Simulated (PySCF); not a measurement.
GeOBr, SMILES [Ge]([Br])=[O], multiplicity 2.

Coordinates come from a TPSSh-D3(BJ)/def2-TZVP optimisation.

Two levels are set side by side: PBE/def2-TZVPD (PySCF) and PBE0/def2-TZVPD (PySCF). Same geometry, gas phase. Differences are taken from unrounded values.

| quantity | PBE0 |
|---|---|
| α-spin orbital gap (eV) | 5.38 |
| β-spin orbital gap (eV) | 3.72 |
| dipole moment (D) | 2.57 |
| mean polarisability (bohr³) | 60.5 |

Q: What does PBE give, and how far is it from PBE0? (An estimate is asked for; the answer gives what the named calculation found.)

A: 
```json
[
 {"quantity": "α-spin orbital gap (eV)", "PBE": "3.41", "PBE minus PBE0": "-1.97"},
 {"quantity": "β-spin orbital gap (eV)", "PBE": "1.53", "PBE minus PBE0": "-2.19"},
 {"quantity": "dipole moment (D)", "PBE": "2.45", "PBE minus PBE0": "-0.13"},
 {"quantity": "mean polarisability (bohr³)", "PBE": "61.1", "PBE minus PBE0": "0.6"}
]
```

Rough cost on one machine, each run with all the roots and properties that it gave: PBE0 against PBE within a factor of 2.
